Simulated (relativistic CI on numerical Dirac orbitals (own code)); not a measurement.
Method of calculation: Dirac-Coulomb-Breit CI, KLI orbitals optimised for each configuration, model QED (radiative potential, 1s self-energy scaled to tabulated hydrogen-like ionisation energies), valence Slater integrals scaled by 0.85, P86 correlation estimate, and configurations built on the next ion tied to the tabulated ionisation energy (semi-empirical) (own radial code, finite nucleus).

CI space (outside the closed core [Kr] 4d10): 5s2 5p4, 5s2 5p3 6s, 5s 5p5, 5s2 5p3 5d, 5s2 5p3 6p, 5s2 5p3 6d, 5s2 5p3 7s, 5s2 5p3 5f, 5s2 5p3 6f, 5s2 5p2 5d2, 5p6, 5s 5p4 5d, 5s2 5p3 4f, 5s2 5p3 7p, 5s2 5p3 7d, 5s2 5p3 5g, 5s2 5p3 7f. Levels of other configurations are missing.

Configurations that consist of the next ion and one excited electron were tied to the tabulated ionisation energy; Rydberg ones are usually within 1,000 to 3,000 cm⁻¹ and the lowest ones within about 6,000 (9,000 in d shells), while levels on excited terms of the next ion carry the error of that term, and the other configurations can be misplaced by 10,000 cm⁻¹ or more. Rates follow the energies as ν³ (E1, M1) or ν⁵ (E2), so rates, branching and lifetimes can be off by large factors. The fine structure of a lone outer electron comes out too small, for d and f at times inverted, and misplaced configurations move strength between like terms. 23 of the 27 excited levels that our extract of the measured tables holds in this range could be paired (the sources list more); they are missed by 1538 cm⁻¹ on average and 3504 at most, and levels without a partner can miss by more.

Outline of the computed level scheme of I II. Lowest level of each configuration: 5s2 5p4 3P_2 at 0.0000 eV; 5s2 5p3 6s 5S°_2 at 10.2783 eV; 5s 5p5 3P°_2 at 10.5111 eV; 5s2 5p3 5d 5D°_1 at 10.6599 eV; 5s2 5p3 6p 5P_1 at 12.4051 eV.

Some strong electric-dipole decays among the lowest 45 levels: 5s2 5p3 5d 3D°_3 → 5s2 5p4 3P_2 (4.3e+09 s⁻¹); 5s2 5p3 5d 3D°_2 → 5s2 5p4 3P_1 (1.4e+09 s⁻¹); 5s2 5p3 6s 3P°_0 → 5s2 5p4 3P_1 (1.4e+09 s⁻¹); 5s2 5p3 5d 3P°_1 → 5s2 5p4 3P_2 (1.3e+09 s⁻¹); 5s2 5p3 6s 3S°_1 → 5s2 5p4 3P_2 (1.2e+09 s⁻¹); 5s2 5p3 5d 3D°_1 → 5s2 5p4 3P_0 (9.9e+08 s⁻¹); 5s2 5p3 5d 1D°_2 → 5s2 5p4 1D_2 (8.8e+08 s⁻¹); 5s2 5p3 6s 3D°_3 → 5s2 5p4 3P_2 (8.3e+08 s⁻¹).

Rates of lines that live on the mixing of spin multiplicities can be off by large factors.

LS names give the leading component of a level, which can be under half, so a name can repeat, a term be missing and a line seem to break the LS rules.
